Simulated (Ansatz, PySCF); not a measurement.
HO2, SMILES [O]O, multiplicity 2. Atoms are numbered in the order given.

```xyz
3

O     -0.1366    -0.6020     0.0000
O      0.0421     0.7115     0.0000
H      0.7616    -0.9892     0.0000
```
Charge 0, spin multiplicity 2.

Coordinates come from a B3LYP-D3(BJ)/def2-TZVPD optimisation. The isomer is the one that the SMILES or the coordinates give; other isomers of the formula were not compared.

Two levels are set side by side: PBE-D3(BJ)/def2-TZVPD (Ansatz, a program for electronic structure) and B3LYP-D3(BJ)/def2-TZVPD (PySCF). Each level has its own optimised geometry; the coordinates shown are those of the second. Frequencies come from the Hessian of PySCF at each geometry. Differences are taken from unrounded values.

```json
[
 {"quantity": "mean bond length (Å)", "B3LYP-D3(BJ)": "1.152"},
 {"quantity": "bond O1–O2 (Å)", "B3LYP-D3(BJ)": "1.326"},
 {"quantity": "bond O1–H3 (Å)", "B3LYP-D3(BJ)": "0.978"},
 {"quantity": "highest harmonic wavenumber (cm⁻¹)", "B3LYP-D3(BJ)": "3574"},
 {"quantity": "mean harmonic wavenumber (cm⁻¹)", "B3LYP-D3(BJ)": "2056"},
 {"quantity": "zero-point energy (kcal/mol)", "B3LYP-D3(BJ)": "8.82"}
]
```

### Question
What does PBE-D3(BJ) give, and how far is it from B3LYP-D3(BJ)? (Estimate from the structure and the level; the computed values follow.)

### Answer

```json
[
 {"quantity": "mean bond length (Å)", "PBE-D3(BJ)": "1.163", "PBE-D3(BJ) minus B3LYP-D3(BJ)": "0.011"},
 {"quantity": "bond O1–O2 (Å)", "PBE-D3(BJ)": "1.335", "PBE-D3(BJ) minus B3LYP-D3(BJ)": "0.009"},
 {"quantity": "bond O1–H3 (Å)", "PBE-D3(BJ)": "0.990", "PBE-D3(BJ) minus B3LYP-D3(BJ)": "0.012"},
 {"quantity": "highest harmonic wavenumber (cm⁻¹)", "PBE-D3(BJ)": "3413", "PBE-D3(BJ) minus B3LYP-D3(BJ)": "-162"},
 {"quantity": "mean harmonic wavenumber (cm⁻¹)", "PBE-D3(BJ)": "1970", "PBE-D3(BJ) minus B3LYP-D3(BJ)": "-86"},
 {"quantity": "zero-point energy (kcal/mol)", "PBE-D3(BJ)": "8.45", "PBE-D3(BJ) minus B3LYP-D3(BJ)": "-0.37"}
]
```

Exact exchange shortens and stiffens bonds; PBE has none. Differences between two approximate levels are no errors against the true value.
